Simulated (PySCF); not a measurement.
C3H9Al, charge -1, doublet, geometry from GFN2-xTB (such geometries of metal compounds can be far from the true shape) (a state made from the parent by changing its charge; the spin is typed, not shown lowest) (in this run its highest filled SCF level lies above zero, so its values depend strongly on the basis, on diffuse functions most of all), with bond 12-10 at 1.3 times its length; PySCF with B3LYP/STO-3G.

Input for PySCF:
```python
from pyscf import gto, scf, dft

mol = gto.M(
    atom='''
Al   -0.313456    0.260707    0.466894
C    -1.208377   -1.448854   -0.324776
H    -0.659533   -1.919214   -1.154296
H    -2.217946   -1.249695   -0.715026
H    -1.337765   -2.240230    0.428996
C    -0.038350    1.501641   -1.186775
H     0.517111    1.047967   -2.021170
H     0.510669    2.421026   -0.932809
H    -0.992278    1.841111   -1.618017
C     1.615296   -0.359333    0.962565
H     2.242953    0.471554    1.318742
H     2.349552   -0.962791   -0.106348
H     1.620187   -1.098897    1.777556
''',
    basis='sto-3g',
    charge=-1,
    spin=1,
    verbose=4,
)

mf = dft.UKS(mol)
mf.xc = 'b3lyp'
mf.init_guess = 'atom'
mf.kernel()
```

What the program printed (banner, timings and long lists left out):

```
PySCF version 2.14.0

[INPUT] verbose = 4
[INPUT] num. atoms = 13
[INPUT] num. electrons = 41
[INPUT] charge = -1
[INPUT] spin (= nelec alpha-beta = 2S) = 1
[INPUT] symmetry False subgroup None
[INPUT] Mole.unit = angstrom
[INPUT] Symbol           X                Y                Z      unit          X                Y                Z       unit  Magmom
[INPUT]  1 Al    -0.313456000000   0.260707000000   0.466894000000 AA   -0.592345992102   0.492664828757   0.882301789203 Bohr   0.0
[INPUT]  2 C     -1.208377000000  -1.448854000000  -0.324776000000 AA   -2.283501585224  -2.737937254481  -0.613737691832 Bohr   0.0
[INPUT]  3 H     -0.659533000000  -1.919214000000  -1.154296000000 AA   -1.246336740113  -3.626788834431  -2.181303306681 Bohr   0.0
[INPUT]  4 H     -2.217946000000  -1.249695000000  -0.715026000000 AA   -4.191310499075  -2.361581289238  -1.351203311943 Bohr   0.0
[INPUT]  5 H     -1.337765000000  -2.240230000000   0.428996000000 AA   -2.528009469029  -4.233421156034   0.810684948534 Bohr   0.0
[INPUT]  6 C     -0.038350000000   1.501641000000  -1.186775000000 AA   -0.072470996877   2.837690227418  -2.242679721481 Bohr   0.0
[INPUT]  7 H      0.517111000000   1.047967000000  -2.021170000000 AA    0.977198166000   1.980370617582  -3.819457751187 Bohr   0.0
[INPUT]  8 H      0.510669000000   2.421026000000  -0.932809000000 AA    0.965024550306   4.575076080451  -1.762753536529 Bohr   0.0
[INPUT]  9 H     -0.992278000000   1.841111000000  -1.618017000000 AA   -1.875133659431   3.479195554924  -3.057608994890 Bohr   0.0
[INPUT] 10 C      1.615296000000  -0.359333000000   0.962565000000 AA    3.052467050105  -0.679040957518   1.818984227092 Bohr   0.0
[INPUT] 11 H      2.242953000000   0.471554000000   1.318742000000 AA    4.238566880272   0.891107912943   2.492061208961 Bohr   0.0
[INPUT] 12 H      2.349552000000  -0.962791000000  -0.106348000000 AA    4.440009795424  -1.819411305196  -0.200968593895 Bohr   0.0
[INPUT] 13 H      1.620187000000  -1.098897000000   1.777556000000 AA    3.061709700581  -2.076614369106   3.359094011077 Bohr   0.0

nuclear repulsion = 145.996160434767
number of shells = 23
number of NR pGTOs = 99
number of NR cGTOs = 33
basis = sto-3g
ecp = {}

******** <class 'pyscf.dft.uks.UKS'> ********
method = UKS
initial guess = atom
damping factor = 0
level_shift factor = 0
DIIS = <class 'pyscf.scf.diis.CDIIS'>
diis_start_cycle = 1
diis_space = 8
diis_damp = 0
SCF conv_tol = 1e-09
SCF conv_tol_grad = None
SCF max_cycles = 50
direct_scf = True
direct_scf_tol = 1e-13
number electrons alpha = 21  beta = 20
XC library pyscf.dft.libxc version 7.1.2
    S. Lehtola, C. Steigemann, M. J. T. Oliveira, and M. A. L. Marques,  SoftwareX 7, 1–5 (2018)
XC functionals = b3lyp
    P. J. Stephens, F. J. Devlin, C. F. Chabalowski, and M. J. Frisch,  J. Phys. Chem. 98, 11623 (1994)
radial grids:
    Treutler-Ahlrichs [JCP 102, 346 (1995); DOI:10.1063/1.469408] (M4) radial grids

becke partition: Becke, JCP 88, 2547 (1988); DOI:10.1063/1.454033
pruning grids: <function nwchem_prune>
grids dens level: 3
symmetrized grids: False
atomic radii adjust function: <function treutler_atomic_radii_adjust>
small_rho_cutoff = 0
Set gradient conv threshold to 3.16228e-05
Spherically averaged atomic HF for {'H', 'Al', 'C'}

******** <class 'pyscf.scf.atom_hf.AtomSphAverageRHF'> ********
method = AtomSphAverageRHF
initial guess = minao
damping factor = 0
level_shift factor = 0
DIIS = <class 'pyscf.scf.diis.CDIIS'>
diis_start_cycle = 1
diis_space = 8
diis_damp = 0
SCF conv_tol = 1e-09
SCF conv_tol_grad = None
SCF max_cycles = 50
direct_scf = True
direct_scf_tol = 1e-13
atom = Al
Set gradient conv threshold to 3.16228e-05
Initial guess from minao.
init E= -238.575141485232
cycle= 1 E= -238.685893897757  delta_E= -0.111  |g|=    0  |ddm|= 0.214
cycle= 2 E= -238.686313973982  delta_E= -0.00042  |g|=    0  |ddm|= 0.0241
cycle= 3 E= -238.686313974697  delta_E= -7.14e-10  |g|=    0  |ddm|= 3.14e-05
Extra cycle  E= -238.686313974697  delta_E= 5.68e-14  |g|=    0  |ddm|= 4.18e-08
Atomic HF for atom  Al  converged. SCF energy = -238.686313974697

******** <class 'pyscf.scf.atom_hf.AtomSphAverageRHF'> ********
method = AtomSphAverageRHF
initial guess = minao
damping factor = 0
level_shift factor = 0
DIIS = <class 'pyscf.scf.diis.CDIIS'>
diis_start_cycle = 1
diis_space = 8
diis_damp = 0
SCF conv_tol = 1e-09
SCF conv_tol_grad = None
SCF max_cycles = 50
direct_scf = True
direct_scf_tol = 1e-13
atom = C
Set gradient conv threshold to 3.16228e-05
Initial guess from minao.
init E= -36.7517431777338
cycle= 1 E= -36.7619269638614  delta_E= -0.0102  |g|=    0  |ddm|= 0.0245
cycle= 2 E= -36.7619269638615  delta_E= -2.13e-14  |g|=    0  |ddm|= 1.91e-15
Extra cycle  E= -36.7619269638615  delta_E=    0  |g|=    0  |ddm|=    0
Atomic HF for atom  C  converged. SCF energy = -36.7619269638615

******** 1 electron system ********
Atomic HF for atom  H  converged. SCF energy = -0.466581849557275

tot grids = 149808
init E= -356.367627619266

cycle= 1 E= -357.58030699467  delta_E= -1.21  |g|= 0.301  |ddm|= 3.19
cycle= 2 E= -357.581333736048  delta_E= -0.00103  |g|= 0.307  |ddm|= 0.938
cycle= 3 E= -357.643460173674  delta_E= -0.0621  |g|= 0.0182  |ddm|= 0.433
cycle= 4 E= -357.643649716287  delta_E= -0.00019  |g|= 0.0132  |ddm|= 0.0485
cycle= 5 E= -357.643778760952  delta_E= -0.000129  |g|= 0.00136  |ddm|= 0.0217
cycle= 6 E= -357.64378101798  delta_E= -2.26e-06  |g|= 0.000338  |ddm|= 0.0045
cycle= 7 E= -357.643781221916  delta_E= -2.04e-07  |g|= 9.26e-05  |ddm|= 0.00116
cycle= 8 E= -357.643781238225  delta_E= -1.63e-08  |g|= 2.76e-05  |ddm|= 0.000373
cycle= 9 E= -357.643781239287  delta_E= -1.06e-09  |g|= 6.33e-06  |ddm|= 7.78e-05
cycle= 10 E= -357.643781239392  delta_E= -1.05e-10  |g|= 2.42e-06  |ddm|= 2.27e-05
Extra cycle  E= -357.643781239406  delta_E= -1.46e-11  |g|= 1.29e-06  |ddm|= 7.7e-06
converged SCF energy = -357.643781239406  <S^2> = 0.7506436  2S+1 = 2.0006435
```
